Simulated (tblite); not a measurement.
Species: C4H4F3O (charge +1).
Numbering: `[CH3:1][C@H:2]([C:3]#[O+:4])[C:5]([F:6])([F:7])[F:8]` (hydrogens: H9, H10, H11 on C1; H12 on C2)

Computed geometry: GFN2-xTB, gas phase.

(1) Give the optimised bond lengths and angles.

Answers

(1) 
```tsv
bond	length (Å)	order
C1–C2	1.557	single
C2–C3	1.390	single
C3≡O4	1.114	triple
C2–C5	1.594	single
C5–F6, C5–F7, C5–F8	1.318	single
C1–H9, C1–H10, C1–H11	1.088	single
C2–H12	1.105	single
```

Bonds in one row agree within 0.01 Å and their mean is given. Orders are formal, as drawn. A selection of angles:
```tsv
angle	degrees
C1–C2–C3	108.5
C1–C2–C5	109.9
C3–C2–C5	112.0
C2–C3–O4	175.9
C2–C5–F6	109.9
C2–C5–F7	108.4
F6–C5–F7	109.5
```

Torsions: C1–C2–C5–F6 60° (synclinal).

The 3 C–C bonds span 1.390 Å (C2–C3, drawn single) to 1.594 Å (C2–C5, drawn single), a spread of 0.204 Å. Of the pairs four or more bonds apart, F7···H11 is among the closest relative to their van der Waals radii: 2.53 Å, 95 % of the sum of Bondi's values.

Point group: C1 (no symmetry element, even within 0.4 Å). Its GFN2-xTB frequencies are all real (lowest 52 cm⁻¹).
